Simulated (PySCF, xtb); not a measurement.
Al(Me)(H) (CH4Al), SMILES [CH3][AlH+], charge +1.

Harmonic wavenumbers (cm⁻¹) from GFN2-xTB run with xtb at its own minimum, in rising order: 553, 553, 639, 639, 698, 1179, 1299, 1299, 1797, 2854, 2855, 2857.

Q: What does PBE-D3(BJ)/def2-TZVP (PySCF) give at its own minimum? (An estimate is asked for; the answer gives what the named calculation found.)

A: 348, 348, 660, 697, 697, 1177, 1362, 1362, 1978, 2963, 3054, 3054. Paired by order, the mean absolute difference is 109 cm⁻¹ and the zero-point energies are 24.6 and 25.3 kcal/mol.
